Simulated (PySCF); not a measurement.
trichloro(chlorosilyl)silane (Cl4H2Si2), SMILES Cl[SiH2][Si](Cl)(Cl)Cl. Atoms are numbered in the order given.

```xyz
8

Si     1.2132     1.3540     0.0000
Cl    -0.1834     2.8758     0.0000
Si     0.0066    -0.6177     0.0000
Cl    -1.1782    -0.7189     1.6647
Cl    -1.1782    -0.7189    -1.6647
Cl     1.2938    -2.2142     0.0000
H      2.0525     1.4443     1.2218
H      2.0525     1.4443    -1.2218
```

The structure is a stationary point at ωB97X-D3(BJ)/def2-SVP. One conformer was computed; it need not be the lowest.

Two levels are set side by side: PBE/pcSseg-1 (PySCF) and PBE0/pcSseg-1 (PySCF). GIAO shifts against HCl (³⁵Cl), TMS (²⁹Si), TMS (¹H) at the same level; non-relativistic, no solvent, atoms listed together averaged. Without spin–orbit terms, shifts of atoms bonded to Cl or Br come out too high at both levels. Differences are taken from unrounded values.

```
quantity                         PBE0
------------------------------  -----
δ(²⁹Si) of Si1 (ppm)            -26.6
δ(³⁵Cl) of Cl2 (ppm)            -97.8
δ(²⁹Si) of Si3 (ppm)             36.1
δ(³⁵Cl) of Cl4, Cl5, Cl6 (ppm)  150.0
δ(¹H) of H7, H8 (ppm)            5.30
```

Problem. What does PBE give, and how far is it from PBE0? (The exact figures need the calculation; the answer reports its results.)

Solution. 
```
quantity                          PBE  PBE minus PBE0
------------------------------  -----  --------------
δ(²⁹Si) of Si1 (ppm)            -28.0            -1.5
δ(³⁵Cl) of Cl2 (ppm)            -85.0            12.7
δ(²⁹Si) of Si3 (ppm)             35.9            -0.2
δ(³⁵Cl) of Cl4, Cl5, Cl6 (ppm)  181.0            31.0
δ(¹H) of H7, H8 (ppm)            5.44            0.14
```

Rough cost on one machine, each run with all the roots and properties that it gave: PBE0 against PBE within a factor of 2.
